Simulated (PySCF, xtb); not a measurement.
## Ranking isomers of C4H5B

3 gas-phase structures of C4H5B, from a drawn sample of its isomers (lower ones may exist). Each was relaxed with GFN2-xTB:

A. `B/C=C/C#C`, a singlet
B. `B/C=C\C#C`, a singlet
C. `BC(=C)C#C`, a singlet

**Question.** Which do you expect lowest at r2SCAN-D4/def2-SVP, and how would the others follow?

**Answer.** Calculated order at r2SCAN-D4/def2-SVP: A (0.0), B (1.8), C (3.3) kcal/mol.

Energies above the lowest of each column, in kcal/mol; the last columns are at B3LYP-D3(BJ)/def2-SVP geometries:

```
structure  GFN2-xTB  HF/STO-3G  r2SCAN-D4/def2-SVP  B3LYP-D3(BJ)/def2-SVP  CCSD(T)/def2-SVP + ΔMP2/def2-TZVPP
        A       0.0        0.0                 0.0                    0.0                                 0.0
        B       1.1        1.2                 1.8                    1.8                                 1.8
        C       2.5        1.0                 3.3                    2.6                                 1.1
```

Every level run on A puts it lowest or level with the lowest. CCSD(T)/def2-SVP + ΔMP2/def2-TZVPP orders those it was run on as A (0.0), C (1.1), B (1.8) kcal/mol. Less than 1 kcal/mol parts C and B, so the order within that pair means little. Flexible structures stand in one conformer each, not always the lowest. ΔMP2 is the change of the MP2 energy from the smaller to the larger basis.

Programs: PySCF 2.14.0, xtb 6.7.1.
